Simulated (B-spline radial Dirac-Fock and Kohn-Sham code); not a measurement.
## Relativistic shifts of the levels of Sb²⁶⁺

System: Sb²⁶⁺, 1s2 2s2 2p6 3s2 3p6 3d7.

Both columns are ΔSCF binding energies of the configuration average from a radial finite-basis atomic code: non-relativistic Hartree-Fock with a point nucleus, and Dirac-Fock with a finite nucleus and the Coulomb interaction alone, averaged over the two j levels with weights 2j+1.

```
shell  Hartree-Fock (eV)  Dirac-Fock (eV)  shift (eV)  shift (%)
   1s            30490.3          31622.7    +1132.39      +3.71
   2s             5432.6           5717.7     +285.08      +5.25
   2p             5143.3           5231.2      +87.97      +1.71
   3s             1771.6           1841.3      +69.66      +3.93
   3p             1651.1           1676.9      +25.78      +1.56
   3d             1450.0           1447.2       -2.73      -0.19
```

Relativity binds 1s, 2s, 2p, 3s, 3p more strongly, among those listed most of all 2s in relative terms, and 3d more weakly, because the contracted s and p shells screen the nucleus better.

Values without a named source are computed, but for edge energies of neutral atoms, which are taken from tables.
